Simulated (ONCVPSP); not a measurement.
## Logarithmic derivatives: Ce, ONCV

* Element: Ce (Z = 58)
* Generator: ONCVPSP 4.0.1
* Type: optimised norm-conserving Vanderbilt (ONCV)
* Functional: PBEsol
* Relativity: scalar-relativistic
* Frozen core: [Kr] 4d10
* Valence charge: 12
* Reference configuration: 4f1 5s2 5p6 5d1 6s1.75 6p0.25
* Partial waves: 5s+6s: rc 2.30 bohr, ncon 4, nbas 8, qcut 4.6 1/bohr, 2 projectors; 5p+6p: rc 2.45 bohr, ncon 3, nbas 6, qcut 5 1/bohr, 2 projectors; 5d: rc 3.00 bohr, ncon 4, nbas 9, qcut 4.4 1/bohr, 2 projectors, debl 3.1 Ha; 4f: rc 1.90 bohr, ncon 3, nbas 7, qcut 7.4 1/bohr, 3 projectors, debl 1.2 Ha
* Local potential: polynomial inside 1.35 bohr (lpopt 5, dvloc0 2 Ha)
* Core correction: none

The phase is arctan(r·R′/R) of the radial function R(r), unwrapped; energies in Ha, scanned from -3 to 5 Ha. A pole is an energy at which the radial function vanishes at the test radius. The pseudo phase is shifted by a multiple of π to meet the all-electron one at the reference energy, and phase errors are pseudo minus all-electron; the curves can meet again beyond the range given. Levels narrower than the energy grid can be missing from the lists of poles.

Task: For each channel, where are the poles, and over which energies does the pseudopotential scatter like the atom?

Result:

```csv
channel,radius (bohr),reference energy (Ha),"poles, all-electron","poles, pseudo",unbroken range about the reference energy with phases within 0.05 rad,phase error 1 Ha above the reference energy (rad)
s,2.33,-0.14,"-1.21, 3.77","-1.21, 0.79, 3.82",below 0.6,-2.865
p,2.49,-0.05,"-0.51, 3.77","-0.51, 3.17",below 3.1,-0.009
d,3.05,-0.12,"0.26, 2.91","0.26, 2.91",below 4.5,+0.000
f,1.93,-0.21,"0.01, 4.46","0.01, 4.44",the whole range,-0.000
```

Note: no bound ghost flagged; GHOST(+) flagged for s at 21.5 eV.

Phases in the p channel:

```json
{"E (Ha)": "-2.98", "all-electron": "1.334", "pseudo": "1.334"}
{"E (Ha)": "-2.54", "all-electron": "1.294", "pseudo": "1.294"}
{"E (Ha)": "-2.10", "all-electron": "1.224", "pseudo": "1.224"}
{"E (Ha)": "-1.66", "all-electron": "1.055", "pseudo": "1.055"}
{"E (Ha)": "-1.22", "all-electron": "0.093", "pseudo": "0.093"}
{"E (Ha)": "-0.78", "all-electron": "-1.384", "pseudo": "-1.384"}
{"E (Ha)": "-0.34", "all-electron": "-1.641", "pseudo": "-1.641"}
{"E (Ha)": "0.10", "all-electron": "-1.788", "pseudo": "-1.788"}
{"E (Ha)": "0.54", "all-electron": "-1.994", "pseudo": "-1.994"}
{"E (Ha)": "0.98", "all-electron": "-2.596", "pseudo": "-2.607"}
{"E (Ha)": "1.42", "all-electron": "-3.920", "pseudo": "-3.946"}
{"E (Ha)": "1.86", "all-electron": "-4.377", "pseudo": "-4.395"}
{"E (Ha)": "2.30", "all-electron": "-4.531", "pseudo": "-4.551"}
{"E (Ha)": "2.74", "all-electron": "-4.610", "pseudo": "-4.638"}
{"E (Ha)": "3.18", "all-electron": "-4.661", "pseudo": "-4.715"}
{"E (Ha)": "3.62", "all-electron": "-4.700", "pseudo": "-4.918"}
{"E (Ha)": "4.06", "all-electron": "-4.735", "pseudo": "-7.659"}
{"E (Ha)": "4.50", "all-electron": "-4.770", "pseudo": "-7.799"}
{"E (Ha)": "4.94", "all-electron": "-4.812", "pseudo": "-7.848"}
```
